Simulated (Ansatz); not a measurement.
Program: Ansatz. Geometries: PBE0-D4/def2-TZVP. ΔE: electronic, gas phase. CCSD(T)/CBS is the MP2 limit (def2-TZVPP, def2-QZVPP) plus CCSD(T) − MP2 in def2-TZVPP, frozen cores. DFT in def2-TZVPP. B3LYP here is the variant with VWN-RPA as its local correlation; programs differ in this. For Ge outer-core shells are correlated without core-valence functions, which leaves a few kJ/mol of doubt a bond. Scalar relativity is left out up to krypton. Each species was taken in one conformer, which may not be the lowest.

`NC#C[O][GeH3]` + `C=C(F)F` → `FC(F)=[CH][GeH3]` + `NC#CO`  (formal exchange of groups at a Ge–O bond)

`NC#C[O][GeH3]`:

```xyz
10

N    -2.252    1.381   -0.809
C    -1.061    0.739   -0.745
C     0.006    0.186   -0.774
O     1.162   -0.410   -0.822
Ge    1.763   -1.108    0.744
H    -2.297    2.237   -0.276
H    -3.054    0.796   -0.627
H     1.887    0.052    1.739
H     0.733   -2.148    1.202
H     3.113   -1.724    0.366
```

`C=C(F)F`:

Z-matrix (Å, degrees):
```
C
C 1 1.315
H 1 1.079 2 119.7
H 1 1.079 2 119.7 3 180.0
F 2 1.313 1 125.2 3 -180.0
F 2 1.313 1 125.2 3 0.0
```

`FC(F)=[CH][GeH3]`:

```xyz
9

F     2.532    1.138    0.029
C     1.299    0.765   -0.230
F     0.885    1.380   -1.318
C     0.583   -0.085    0.476
Ge   -1.231   -0.570    0.008
H     1.066   -0.509    1.347
H    -2.135    0.672    0.008
H    -1.271   -1.222   -1.382
H    -1.727   -1.570    1.061
```

`NC#CO`:

```xyz
7

N    -0.548   -1.312    0.709
C    -0.116   -0.198    0.081
C     0.343    0.793   -0.417
O     0.728    1.874   -1.052
H    -1.417   -1.206    1.211
H    -0.545   -2.147    0.143
H     1.555    2.195   -0.675
```

```csv
level,ΔE (kJ/mol),difference from CCSD(T)/CBS
PBE-D4,34.3,-3.3
r2SCAN-D4,39.6,2.0
PBE0-D4,33.7,-3.9
B3LYP-D4,43.3,5.7
ωB97M-V,37.3,-0.3
B2PLYP,43.7,6.1
PBE,34.5,-3.1
PBE0,33.9,-3.7
B3LYP,43.8,6.2
HF/def2-TZVPP,52.4,14.8
SCS-MP2/def2-TZVPP,43.7,6.1
CCSD(T)/def2-TZVPP,38.7,1.1
MP2/def2-QZVPP,39.4,1.8
SCS-MP2/def2-QZVPP,43.5,5.9
HF/CBS(def2),54.1,16.5
MP2/CBS(def2),38.4,0.8
CCSD(T)/CBS,37.6,0
```

Largest T1 diagnostic among the species: 0.013.

In def2-TZVPP, CCSD(T) changes the Hartree–Fock value by −13.6 kJ/mol (the triples alone add −0.7 kJ/mol) and MP2 by −12.8 kJ/mol.
